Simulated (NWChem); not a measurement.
# C$_{3}$H$_{7}$FSi; SMILES C=C(F)[SiH2]C

```xyz
12

C      0.8654    -1.9022     0.4570
C      0.0487    -0.9474     0.0125
F     -1.2557    -1.2340    -0.1860
Si     0.4825     0.8485    -0.3885
C     -0.5984     2.0034     0.6183
H      0.4978    -2.9124     0.6597
H      1.9212    -1.6832     0.6232
H      0.2530     1.0734    -1.8491
H      1.9349     1.0303    -0.0871
H     -1.6604     1.7800     0.4335
H     -0.4050     1.8834     1.6950
H     -0.4154     3.0545     0.3476
```
Atoms are numbered in this order, from 1.

Geometry: optimised at PBE0/def2-SVP. No frequency run checked for a minimum.

### Question
Give the principal values of the shielding tensors (ppm) of C1, C2, F3, Si4, C5 from PBE/pcSseg-1, GIAO (NWChem), with their diamagnetic and paramagnetic parts as GIAO splits them.

### Answer
| atom | σ11 | σ22 | σ33 | isotropic | diamagnetic | paramagnetic |
|---|---|---|---|---|---|---|
| C1 | -45.6 | 105.4 | 146.9 | 68.9 | 256.7 | -187.8 |
| C2 | -99.9 | 36.9 | 64.3 | 0.4 | 254.8 | -254.4 |
| F3 | 102.9 | 218.5 | 391.1 | 237.5 | 474.1 | -236.6 |
| Si4 | 350.4 | 387.6 | 413.9 | 384.0 | 881.9 | -497.9 |
| C5 | 183.3 | 187.3 | 193.6 | 188.1 | 253.2 | -65.1 |
